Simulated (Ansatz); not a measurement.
Cost and result for the atomization energy of FGeH4NSi, SMILES `[F][GeH]1[NH][SiH2]1` (8 atoms, 8 bonds).

Total charge 0; spin multiplicity 1. Correlated methods include outer-core shells of Ge, which these sets cover unevenly. Scalar relativity is left out up to krypton. Geometry: relaxed with PBE0-D4/def2-TZVP. Program: Ansatz. All runs use 4 threads of an Intel Xeon Platinum 8488C on a shared host. Times are those of one run each, without the atoms' runs, and a repeat can differ threefold. Electronic energies, without spin–orbit coupling; frozen cores. CCSD(T)/CBS adds CCSD(T) − MP2 in def2-TZVPP to the MP2 limit, and its time is that of the two runs behind it. T1 = 0.013. With those shells the extrapolation isn't a true limit.

CCSD(T)/CBS is a level of theory with its own doubt, some kJ/mol a heavy atom from the limit and from the frozen cores, so smaller differences don't rank the functionals.

| level | functions | wall time |
| --- | --- | --- |
| LDA (SPW92)/def2-TZVPP | 208 | 0.7 s |
| revPBE-D4/def2-TZVPP | 208 | 1.1 s |
| BLYP-D4/def2-TZVPP | 208 | 1.1 s |
| BHLYP-D4/def2-TZVPP | 208 | 1.6 s |
| CAM-B3LYP-D4/def2-TZVPP | 208 | 1.9 s |
| CCSD(T)/def2-SVP | 98 | 2.3 s |
| r2SCANh-D4/def2-TZVPP | 208 | 2.4 s |
| PBE-QIDH/def2-TZVPP | 208 | 2.5 s |
| ωB97X-V/def2-TZVPP | 208 | 3 s |
| B97M-V/def2-TZVPP | 208 | 3.9 s |
| MP2/def2-QZVPP | 393 | 9.5 s |
| CCSD(T)/def2-TZVPP | 208 | 40 s |
| CCSD(T)/CBS(def2) | – | 50 s |

Q: What atomization energy does each give, and how far from CCSD(T)/CBS? (Best estimate.)

A: The calculation gave: 
```json
{"level": "LDA (SPW92)/def2-TZVPP", "atomization (kcal/mol)": "685.9", "difference from CCSD(T)/CBS": "90.8", "per bond": "11.3"}
{"level": "revPBE-D4/def2-TZVPP", "atomization (kcal/mol)": "583.2", "difference from CCSD(T)/CBS": "-11.9", "per bond": "-1.5"}
{"level": "BLYP-D4/def2-TZVPP", "atomization (kcal/mol)": "590.7", "difference from CCSD(T)/CBS": "-4.4", "per bond": "-0.6"}
{"level": "BHLYP-D4/def2-TZVPP", "atomization (kcal/mol)": "569.4", "difference from CCSD(T)/CBS": "-25.7", "per bond": "-3.2"}
{"level": "CAM-B3LYP-D4/def2-TZVPP", "atomization (kcal/mol)": "593.7", "difference from CCSD(T)/CBS": "-1.4", "per bond": "-0.2"}
{"level": "CCSD(T)/def2-SVP", "atomization (kcal/mol)": "538.4", "difference from CCSD(T)/CBS": "-56.7", "per bond": "-7.1"}
{"level": "r2SCANh-D4/def2-TZVPP", "atomization (kcal/mol)": "587.0", "difference from CCSD(T)/CBS": "-8.1", "per bond": "-1.0"}
{"level": "PBE-QIDH/def2-TZVPP", "atomization (kcal/mol)": "583.6", "difference from CCSD(T)/CBS": "-11.5", "per bond": "-1.4"}
{"level": "ωB97X-V/def2-TZVPP", "atomization (kcal/mol)": "598.8", "difference from CCSD(T)/CBS": "3.7", "per bond": "0.5"}
{"level": "B97M-V/def2-TZVPP", "atomization (kcal/mol)": "598.0", "difference from CCSD(T)/CBS": "2.9", "per bond": "0.4"}
{"level": "MP2/def2-QZVPP", "atomization (kcal/mol)": "596.9", "difference from CCSD(T)/CBS": "1.8", "per bond": "0.2"}
{"level": "CCSD(T)/def2-TZVPP", "atomization (kcal/mol)": "575.7", "difference from CCSD(T)/CBS": "-19.4", "per bond": "-2.4"}
{"level": "CCSD(T)/CBS(def2)", "atomization (kcal/mol)": "595.1", "difference from CCSD(T)/CBS": "0.0", "per bond": "0.0"}
```

From PBE to PBE0 (25 % exact exchange), in def2-TZVPP and without D4, the atomization energy moves by −13.6 kcal/mol: exact exchange takes away binding that semilocal exchange gives to molecules. At CCSD(T), def2-SVP lies −56.8 kcal/mol from the extrapolated value and def2-TZVPP −19.5 kcal/mol: correlation converges slowly with the basis, and small sets miss more of it in the bonded molecule than in its fragments. Leaving LDA and LC-ωPBE aside and taking each functional with its dispersion term where it has one, the values, not all of them listed here, spread over 30.7 kcal/mol, from BHLYP-D4 to PBE-D4. LDA lies +89.8 kcal/mol from PBE without D4, its usual overbinding.

For some Ge, Se and Sn compounds the MP2-based and the directly extrapolated limit differ by 10 to 25 kJ/mol.
